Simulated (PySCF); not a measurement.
# Bond curve of CsSe

Set-up: PySCF, scalar-relativistic core potentials, basis sets Cs def2-SVP with ECP46, Se def2-SVP. Energies in eV from Cs + Se in their ground configurations at the same level. State: ²Π (doublet), unpaired electrons π ↑.

All columns are PBE. A positive dipole means Cs(−)Se(+).

```
R (Å)  E (eV)   μ (D)  Mulliken charge on Cs (basis-dependent)  HOMO (eV)  LUMO (eV)  Mayer bond order  ⟨S²⟩
2.810  -1.965   -7.77                                     0.44      -3.58      -3.67              1.00  0.75
2.940  -2.281   -8.38                                     0.45      -3.58      -3.49              0.98  0.75
3.071  -2.450   -8.94                                     0.47      -3.45      -3.33              0.96  0.75
3.169  -2.509   -9.33                                     0.48      -3.34      -3.22              0.94  0.75
3.267  -2.526   -9.71                                     0.48      -3.24      -3.12              0.93  0.75
3.365  -2.511  -10.07                                     0.49      -3.16      -3.03              0.91  0.75
3.496  -2.457  -10.52                                     0.50      -3.05      -2.92              0.90  0.76
3.659  -2.353  -11.05                                     0.50      -2.93      -2.81              0.88  0.76
3.855  -2.201  -11.63                                     0.51      -2.82      -2.69              0.87  0.76
4.116  -1.982  -12.28                                     0.50      -2.69      -2.57              0.85  0.77
```

A fit through these points gives, at Re = 3.265 Å, μ = -9.70 D and dμ/dR = -3.75 D/Å; the reduced mass is 49.91 u.

Task: How strong is the fundamental in the double-harmonic approximation, I = 42.26·(dμ/dR)²/μred km/mol?

Result: I = 42.26·(-3.75)²/49.91 = 11.9 km/mol at PBE.

These are scalar-relativistic numbers at best; spin–orbit coupling would shift them, the dissociation energy most. The state was picked by a PBE0 search and need not be the measured ground state.

At some distances an empty level lies below a filled one, because the occupation is held.
